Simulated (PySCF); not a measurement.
## Which basis set comes closest?

Molecule: CF3C(O)Cl, C$_{2}$ClF$_{3}$O.

Geometry:
```csv
atom,x (Å),y (Å),z (Å)
O1,1.331,1.266,-0.433
C2,0.863,0.270,-0.010
Cl3,1.780,-1.021,0.731
C4,-0.647,-0.062,-0.067
F5,-1.097,-0.385,1.137
F6,-0.843,-1.087,-0.886
F7,-1.314,0.985,-0.513
```

Geometry PBE0-D3(BJ)/def2-SVP throughout; GIAO in PySCF 2.14, gas phase, one conformer, non-relativistic; equivalent atoms averaged; functional PBE0.

Reference values (measured; G. Saielli, R. Bini, A. Bagno, Computational 19F NMR. 2. Organic compounds, RSC Adv. 2014, ESI (exp. from Berger-Braun-Kalinowski 1994 and Everett 1995)): δ(F5/F6/F7) = -75.7 ppm vs CFCl3. Computed shifts are taken against CFCl3, calculated as an isolated molecule at each level.

Problem. How do the basis sets STO-3G, 6-31G, 6-31G*, 6-311+G(2d,p) perform against the reference? Times are CPU seconds on 1 thread of an Arm Neoverse V1, shared host.

Solution. 
```tsv
basis set	functions	F5/F6/F7	abs. error F	core-s
STO-3G	39	-85.2	9.5	2.4
6-31G	67	-95.5	19.8	4.8
6-31G*	102	-87.1	11.4	6.9
6-311+G(2d,p)	197	-87.1	11.4	16
```

For 19F the closest is STO-3G (9.5 ppm) and the furthest 6-31G (19.8 ppm). Where a smaller basis beats a larger one, errors probably cancel. One molecule is a small sample, and vibrational and solvent effects are absent from the calculation.

A small basis that lands close on one nucleus may do so by chance; judge by the trend and by all nuclei.
